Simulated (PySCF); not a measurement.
Molecule: `Cl[SiH]1CCCC1`, C$_{4}$H$_{9}$ClSi.

Geometry:
```json
{"atom": "Cl1", "x (Å)": "2.054", "y (Å)": "5.056", "z (Å)": "1.327"}
{"atom": "Si2", "x (Å)": "1.725", "y (Å)": "3.297", "z (Å)": "0.262"}
{"atom": "C3", "x (Å)": "2.528", "y (Å)": "1.824", "z (Å)": "1.131"}
{"atom": "C4", "x (Å)": "1.359", "y (Å)": "0.839", "z (Å)": "1.313"}
{"atom": "C5", "x (Å)": "0.067", "y (Å)": "1.631", "z (Å)": "1.543"}
{"atom": "C6", "x (Å)": "-0.052", "y (Å)": "2.699", "z (Å)": "0.445"}
{"atom": "H7", "x (Å)": "2.171", "y (Å)": "3.562", "z (Å)": "-1.135"}
{"atom": "H8", "x (Å)": "3.380", "y (Å)": "1.390", "z (Å)": "0.587"}
{"atom": "H9", "x (Å)": "2.908", "y (Å)": "2.168", "z (Å)": "2.107"}
{"atom": "H10", "x (Å)": "1.245", "y (Å)": "0.230", "z (Å)": "0.398"}
{"atom": "H11", "x (Å)": "1.547", "y (Å)": "0.130", "z (Å)": "2.136"}
{"atom": "H12", "x (Å)": "0.118", "y (Å)": "2.126", "z (Å)": "2.529"}
{"atom": "H13", "x (Å)": "-0.812", "y (Å)": "0.966", "z (Å)": "1.571"}
{"atom": "H14", "x (Å)": "-0.777", "y (Å)": "3.492", "z (Å)": "0.679"}
{"atom": "H15", "x (Å)": "-0.365", "y (Å)": "2.240", "z (Å)": "-0.509"}
```

Geometry PBE0-D3(BJ)/def2-SVP throughout; GIAO in PySCF 2.14.0 with density-fitted response routines, gas phase, one conformer, non-relativistic; equivalent atoms averaged; basis pcSseg-1.

For orientation, BP86 gives these absolute shieldings σ: Cl1 928.0, Si2 295.6, C4/C5 149.0, C3/C6 160.0, H7 25.71, H11/H12 29.50, H10/H13 29.75, H9/H14 30.34, H8/H15 30.31 ppm.

A run gave: Cl1 1002.5, Si2 366.6, C4/C5 166.3, C3/C6 177.9, H7 26.90, H11/H12 30.17, H10/H13 30.40, H9/H14 31.03, H8/H15 31.08 ppm (absolute shieldings σ).

Problem. Which functional was used in that run?
A. B97-2
B. OPBE
C. B97-D
D. PBE0
E. HF

Solution. E. Cl1 tells them apart best: HF gives 1002.5, B97-D gives 936.2, OPBE gives 947.6, B97-2 gives 955.1, PBE0 gives 952.9 ppm.
